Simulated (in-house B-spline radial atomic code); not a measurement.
**Two electrons outside the [Ne] 3s2 3p6 core: Te XXXIII (Te32+)**

Computed with a B-spline radial code for spherical atoms: configuration interaction (CI) of the two valence electrons in the field of the frozen Dirac-Fock core, alone and with many-body perturbation theory for the core (screened one- and two-electron correlation potentials), Breit and QED terms; no-pair Dirac Hamiltonian, finite nucleus. Labels give the configuration (outer n counted up each series) and the leading LS term, or the jj pair where no LS term holds 70 %.

Command:
```bash
python run_mb.py task.json out
```
Settings (nuclear radius in fm, box in bohr, cutoff in hartree):
```
basis_form          3
Z                   52
core_configuration  [Ne] 3s2 3p6
rms_radius          4.7423
mass_number         130
speed_of_light      137.036
box_radius          2.647
lmax                6
intervals           57
virtual_cutoff      5408.0
```

Cost of the run: 2.3 min on 1 thread of Arm Neoverse N1, with other jobs on the host.

Excitation energies (eV):

```csv
level,purity of the LS term,CI alone,CI + MBPT + Breit + QED
3d2 3F2,0.831,0,0
3d2 3F3,1.0,12.044,11.801
3d2 3P0,0.852,12.915,12.474
"3d2 (3/2,5/2)2",0.46 (3P),?,?
"3d2 (3/2,5/2)4",0.667 (3F),19.311,18.687
3d2 3P1,1.0,?,?
"3d2 (5/2,5/2)4",0.665 (1G),31.133,30.35
"3d2 (5/2,5/2)2",0.525 (3P),34.156,33.168
3d2 1S0,0.85,50.829,49.87
```

Question: Where does 3d2 (3/2,5/2)2 lie?

Answer: 19.152 eV in CI alone and 18.469 eV with all corrections.

Question: Where does 3d2 3P1 lie?

Answer: 21.426 eV in CI alone and 20.767 eV with all corrections.

Question: What is the first ionisation energy?

Answer: 1980.5 eV to the 3d3/2 state of the next ion (1976.1 eV from CI alone). NIST lists 1979 ± 4 eV (tabulated theory).
